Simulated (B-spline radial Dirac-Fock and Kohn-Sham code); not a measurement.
**Cd¹²⁺: eigenvalues, ΔSCF and the reference**

System: the Cd¹²⁺ ion, [Ar] 3d10 4s2 4p6.

The density-functional columns are spherical, spin-unpolarised Dirac-Kohn-Sham results without Breit or QED terms: −ε is minus the orbital energy of the initial state and ΔSCF the difference of two total energies. The reference in the last column comes from Dirac-Fock (average of configuration) total-energy differences with a finite nucleus, the Breit interaction including its frequency dependence, and self-energy and vacuum-polarisation corrections. All numbers are from a B-spline atomic structure program, in eV; a selection of levels is shown. The Kohn-Sham columns are given as differences from the reference. For the 1s level of heavy atoms much of the gap between ΔSCF and the reference is the Breit and QED part, -84.2 eV here; for other levels the error of the functional can be larger.

| level | LDA −ε − DF | LDA ΔSCF − DF | Dirac-Fock |
| --- | --- | --- | --- |
| K | -254.4 | +75.3 | 26993.4 |
| L1 | -113.3 | -47.4 | 4309.4 |
| L2 | -86.0 | -6.3 | 4013.1 |
| L3 | -88.3 | -12.5 | 3823.2 |
| M1 | -59.1 | -31.9 | 1048.0 |
| M2 | -48.0 | -20.2 | 929.2 |
| M3 | -47.6 | -20.4 | 894.0 |
| M4 | -29.3 | 0.0 | 685.2 |
| M5 | -29.5 | -0.4 | 678.3 |
| N1 | -19.7 | -6.0 | 358.3 |
| N2 | -11.3 | +1.9 | 312.3 |
| N3 | -11.4 | +1.5 | 304.8 |

For the outermost level NIST gives 305 ± 3 eV (theoretical); the differences from it are LDA −ε -11.68, LDA ΔSCF +1.29, Dirac-Fock -0.24 eV.

Values without a named source are computed, but for edge energies of neutral atoms, which are taken from tables.
